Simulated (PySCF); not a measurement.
Molecule: `P1=CC(C)=C(C)C=C1`, C₇H₉P.

Structure with atom numbers: `[CH3:1][c:2]1[cH:3][cH:4][p:5][cH:6][c:7]1[CH3:8]`. Hydrogens are named by the atom that carries them.

Geometry PBE0-D3(BJ)/def2-SVP throughout; GIAO in PySCF 2.14, gas phase, one conformer, non-relativistic; equivalent atoms averaged; functional PBE0.

For orientation, def2-TZVP gives these absolute shieldings σ: C6 23.6, C4 25.3, C3 45.5, C1 162.0, H(C6) 22.67, H(C4) 22.63, H(C3) 23.52, H(C8) 29.08, H(C1) 29.12 ppm.

A run gave: C6 37.7, C4 39.5, C3 61.2, C1 171.2, H(C6) 22.47, H(C4) 22.46, H(C3) 23.35, H(C8) 28.93, H(C1) 28.98 ppm (absolute shieldings σ).

Problem. Which basis set was used in that run?
A. aug-cc-pVDZ
B. def2-SVP
C. pcSseg-0
D. cc-pVDZ

Solution. A. H(C3) tells them apart best: aug-cc-pVDZ gives 23.35, cc-pVDZ gives 23.57, def2-SVP gives 23.69, pcSseg-0 gives 25.15 ppm.
